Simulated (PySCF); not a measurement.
H5InN2O, SMILES [NH2][In]([NH2])[OH].

Coordinates come from a PBE0-D3(BJ)/def2-SVP optimisation. The structure was generated by enumeration; whether it is a known compound was not checked. The def2 effective core potentials stand for the cores of In; spin–orbit coupling is left out. The values are those of a single conformer.

All values below come from PBE0-D3(BJ)/def2-SVP in PySCF 2.14.0.

Frequencies are harmonic and unscaled.

```
mode  ν (cm⁻¹)  IR (km/mol)  moving atoms (share of kinetic energy)
----  --------  -----------  --------------------------------------
1          114          3.4                 N 62 %, H 23 %, In 13 %
2          128         17.5         O 49 %, N 26 %, H 14 %, In 12 %
3          146          9.2         N 40 %, In 29 %, O 19 %, H 13 %
4          165         22.6                                  H 98 %
5          233         56.9                                  H 96 %
6          244         70.9                           H 88 %, O 9 %
7          421        105.3                          H 70 %, N 29 %
8          443        192.7                          H 59 %, N 40 %
9          590         37.4                  O 42 %, N 35 %, H 22 %
10         611         74.9         O 44 %, N 27 %, In 15 %, H 14 %
11         625         34.7                 N 60 %, H 23 %, In 16 %
12         744         18.4                                  H 93 %
13         805         37.9                                  H 90 %
14         813         89.6                           H 89 %, N 9 %
15        1525          6.4                           H 91 %, N 9 %
16        1537         16.1                           H 92 %, N 8 %
17        3566         11.9                                  H 96 %
18        3571         12.6                                  H 96 %
19        3669         13.5                           H 92 %, N 8 %
20        3676         17.2                           H 91 %, N 9 %
21        3904         40.6                                  H 94 %
```
